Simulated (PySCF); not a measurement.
Parent: `[F:1][B:2]([F:3])[SiH3:4]`, BF2H3Si.

The calculation used PBE0-D3(BJ)/def2-SVP geometry optimisation, gas phase in PySCF. One conformer each, not checked by frequencies here.

```csv
coordinate of the parent,value
F1–B2,1.320 Å
B2–F3,1.319 Å
B2–Si4,2.035 Å
F1–B2–F3,116.3°
F1–B2–Si4,120.4°
F3–B2–Si4,123.3°
```

Task: How does the shared frame change in `[CH3:1]/[N:2]=[CH:3]\[SiH2:4][B:5]([F:6])[F:7]` with N2–C3–Si4–B5 63°, C3–Si4–B5–F6 -98°, C2H6BF2NSi? Atoms pair as F1 = F7, B2 = B5, F3 = F6, Si4 = Si4 (parent first).

Result: 
```
   parent   relative  value in the relative  change
    F1–B2      F7–B5                1.319 Å  -0.001
    B2–F3      B5–F6                1.321 Å  +0.002
   B2–Si4     B5–Si4                2.030 Å  -0.005
 F1–B2–F3   F7–B5–F6                 116.2°    -0.1
F1–B2–Si4  F7–B5–Si4                 121.0°    +0.6
F3–B2–Si4  F6–B5–Si4                 122.6°    -0.7
```

Of the parent's bonds, B2–Si4 changes most (-0.005 Å). Bonds of the relative outside the shared frame: C1–N2 1.432, N2=C3 1.268, C3–Si4 1.923 Å.

Task: How does the shared frame change in `[F:1][B:2]([F:3])[SiH2:4][C:5]([F:6])=[C:7]([F:8])[F:9]` with F1–B2–Si4–C5 -138°, B2–Si4–C5–F6 -150°, C2H2BF5Si? Atoms pair as F1 = F3, B2 = B2, F3 = F1, Si4 = Si4 (parent first).

Result: 
| parent | relative | value in the relative | change |
| --- | --- | --- | --- |
| F1–B2 | F3–B2 | 1.318 Å | -0.002 |
| B2–F3 | B2–F1 | 1.317 Å | -0.002 |
| B2–Si4 | B2–Si4 | 2.033 Å | -0.002 |
| F1–B2–F3 | F3–B2–F1 | 116.9° | +0.6 |
| F1–B2–Si4 | F3–B2–Si4 | 120.8° | +0.4 |
| F3–B2–Si4 | F1–B2–Si4 | 122.3° | -1.0 |

No shared bond changes by more than 0.004 Å. Bonds of the relative outside the shared frame: Si4–C5 1.884, C5–F6 1.342, C5=C7 1.337, C7–F8 1.302, C7–F9 1.316 Å.

Task: How does the shared frame change in `[CH3:1][C:2](=[S:3])[SiH2:4][B:5]([F:6])[F:7]` with C1–C2–Si4–B5 73°, C2–Si4–B5–F6 126°, C2H5BF2SSi? Atoms pair as F1 = F7, B2 = B5, F3 = F6, Si4 = Si4 (parent first).

Result: 
```json
{"parent": "F1–B2", "relative": "F7–B5", "value in the relative": "1.322 Å", "change": "+0.002"}
{"parent": "B2–F3", "relative": "B5–F6", "value in the relative": "1.317 Å", "change": "-0.002"}
{"parent": "B2–Si4", "relative": "B5–Si4", "value in the relative": "2.036 Å", "change": "+0.001"}
{"parent": "F1–B2–F3", "relative": "F7–B5–F6", "value in the relative": "116.1°", "change": "-0.2"}
{"parent": "F1–B2–Si4", "relative": "F7–B5–Si4", "value in the relative": "119.3°", "change": "-1.1"}
{"parent": "F3–B2–Si4", "relative": "F6–B5–Si4", "value in the relative": "124.5°", "change": "+1.2"}
```

No shared bond changes by more than 0.004 Å. Bonds of the relative outside the shared frame: C1–C2 1.495, C2=S3 1.627, C2–Si4 1.905 Å.

Task: How does the shared frame change in `[CH3:1][C:2]#[C:3][SiH2:4][B:5]([F:6])[F:7]` with C3–Si4–B5–F6 56°, C3H5BF2Si? Atoms pair as F1 = F6, B2 = B5, F3 = F7, Si4 = Si4 (parent first).

Result: 
```csv
parent,relative,value in the relative,change
F1–B2,F6–B5,1.319 Å,-0.001
B2–F3,B5–F7,1.319 Å,0.000
B2–Si4,B5–Si4,2.034 Å,-0.001
F1–B2–F3,F6–B5–F7,116.3°,0.0
F1–B2–Si4,F6–B5–Si4,121.0°,+0.6
F3–B2–Si4,F7–B5–Si4,122.6°,-0.7
```

No shared bond changes by more than 0.004 Å. Bonds of the relative outside the shared frame: C1–C2 1.450, C2≡C3 1.219, C3–Si4 1.825 Å.
